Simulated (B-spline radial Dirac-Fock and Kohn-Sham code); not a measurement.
**What relativity does to the binding energies of Cl⁷⁺**

System: chlorine as Cl⁷⁺, configuration [He] 2s2 2p6.

Both columns are ΔSCF binding energies of the configuration average from a radial finite-basis atomic code: non-relativistic Hartree-Fock with a point nucleus, and Dirac-Fock with a finite nucleus and the Coulomb interaction alone, averaged over the two j levels with weights 2j+1.

| shell | Hartree-Fock (eV) | Dirac-Fock (eV) | shift (eV) | shift (%) |
| --- | --- | --- | --- | --- |
| 1s | 2971.4 | 2982.5 | +11.13 | +0.37 |
| 2s | 415.8 | 417.9 | +2.07 | +0.50 |
| 2p | 347.2 | 347.4 | +0.24 | +0.07 |

Relativity binds 1s, 2s, 2p more strongly, among those listed most of all 2s in relative terms.

Values without a named source are computed, but for edge energies of neutral atoms, which are taken from tables.
